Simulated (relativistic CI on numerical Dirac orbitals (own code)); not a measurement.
Magnetism of Ir2+, 5d7, in a crystal field

Calculated by Dirac-Coulomb-Breit CI, separate exchange-only KLI orbitals for each configuration, QED by a radiative potential, valence Slater integrals scaled by 0.65, one configuration in a parametric crystal field (own radial code).

Field parameters in Wybourne normalisation: D4h B²₀ = −7Ds, B⁴₀ = 21(Dq − Dt), B⁴₄ = 21√(5/14) Dq. The field is a parameter set, without covalency.

S is read from ⟨S²⟩ = S(S + 1).

Powder χT (cm³ K mol⁻¹) by Van Vleck's formula, with temperature-independent terms:

```csv
Field,2 K,5 K,10 K,20 K,50 K,100 K,200 K,300 K
"D4h, 10Dq = 20550, Ds = -1500, Dt = -290 cm⁻¹",0.653,0.654,0.654,0.656,0.66,0.668,0.683,0.698
"D4h, 10Dq = 20550, Ds = 3000, Dt = -290 cm⁻¹",0.668,0.669,0.67,0.671,0.676,0.684,0.699,0.715
"D4h, 10Dq = 20550, Ds = 2590, Dt = -290 cm⁻¹",0.666,0.666,0.667,0.668,0.673,0.681,0.697,0.712
"D4h, 10Dq = 20550, Ds = 2180, Dt = -290 cm⁻¹",0.663,0.663,0.664,0.666,0.67,0.678,0.694,0.71
"D4h, 10Dq = 20550, Ds = 1770, Dt = -290 cm⁻¹",0.66,0.661,0.662,0.663,0.668,0.676,0.692,0.708
"D4h, 10Dq = 20550, Ds = 1360, Dt = -290 cm⁻¹",0.658,0.659,0.66,0.661,0.666,0.674,0.69,0.707
"D4h, 10Dq = 20550, Ds = 950, Dt = -290 cm⁻¹",0.656,0.657,0.658,0.659,0.664,0.673,0.689,0.706
"D4h, 10Dq = 20550, Ds = 550, Dt = -290 cm⁻¹",0.655,0.656,0.657,0.658,0.664,0.673,0.691,0.708
```

**Question.** For D4h, 10Dq = 20550, Ds = 1360, Dt = -290 cm⁻¹: what effective moment follows at 300 K?

**Answer.** μ_eff = √(8χT) = 2.38 μB. The ground level has S = 0.65; the spin-only moment for S = 1/2 is 1.73 μB. The difference comes from the orbital moment, spin-orbit mixing of terms and temperature-independent paramagnetism, all larger in this ionic model than in covalent complexes.
